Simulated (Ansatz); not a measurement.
A search over several starts for the lowest SCF solution of [MnOF4]- (MnOF₄⁻) at the given spin, in a small basis.

```yaml
crystal:
  periodic: [false, false, false]
  atoms:
    - {symbol: Mn, position_ang: [0.000218, -0.000437, 0.112736]}
    - {symbol: O, position_ang: [0.003086, -0.006575, 1.636522]}
    - {symbol: F, position_ang: [1.697627, 0.013053, -0.441850]}
    - {symbol: F, position_ang: [-0.012158, 1.701437, -0.429081]}
    - {symbol: F, position_ang: [-1.699269, -0.009590, -0.435529]}
    - {symbol: F, position_ang: [0.010495, -1.697888, -0.442788]}
basis:
  gaussian: {orbitals: def2-SVP}
total_charge: -1
magnetization: {spin_polarized: true, initial_magnetization: 0}
hamiltonian: {xc: pbe0, dispersion: d4}
output: {orbitals: {seedname: orbitals}}
```

```sh
$ ansatz run in.yaml --threads 4 --pin off --events-out ev --progress --plain --max-ram 3916MiB
```

Shortened log:

```
Functional definition: PBE0
  name "PBE0"
  cite "Adamo & Barone, J. Chem. Phys. 110, 6158 (1999) doi:10.1063/1.478522"
  cite "Perdew, Burke & Ernzerhof, Phys. Rev. Lett. 77, 3865 (1996) doi:10.1103/PhysRevLett.77.3865"
  parent pbe
  parameter a = 0.25
  parameter kappa = 0.804
  parameter beta = 0.06672455060314922
  exchange = (1 - a)*pbe_x(kappa = kappa, mu = beta*pi^2/3) + a*exact_x
  correlation = pbe_c(beta = beta)
993 factors; integrals over basis functions are off by at most 1.5e-3 eV
mean field evaluation 1: about -44184.8204 eV, gradient 7.4e1 eV
mean field evaluation 2: about -43788.4620 eV, gradient 2.8e2 eV
mean field evaluation 4: about -44190.4293 eV, gradient 6.5e1 eV
mean field evaluation 8: about -44204.3759 eV, gradient 2.2e-1 eV
mean field evaluation 16: about -44204.5423 eV, gradient 7.8e-4 eV
mean field evaluation 32: about -44204.7187 eV, gradient 1.8e-1 eV
mean field evaluation 64: about -44204.7203 eV, gradient 2.0e-2 eV
mean field evaluation 96: about -44204.7228 eV, gradient 4.0e-2 eV
mean field -44204.72431659 eV, -1624.4936555964 hartree, gradient 2.0e-6 eV, S^2 0.630540; 9 other end points of the search recorded, 0 dependent functions left out
reference -44204.72437920 eV, -1624.4936578971 hartree; 35, 35 occupied and 66, 66 virtual orbitals, 993 factors
Total energy: -44204.83832668 eV, -1624.4978453900 hartree
```

Run time 20 s (4 threads of Arm Neoverse V1 on a shared host).

Other converged states that the search met: 0.18 eV higher (⟨S²⟩ = 0.00).

The unrestricted singlet has broken spin symmetry (⟨S²⟩ up to 0.63). At PBE0-D4/def2-TZVPD a triplet of charge -1 lies 0.57 eV below the unrestricted singlet, which stands at the restricted singlet's geometry.
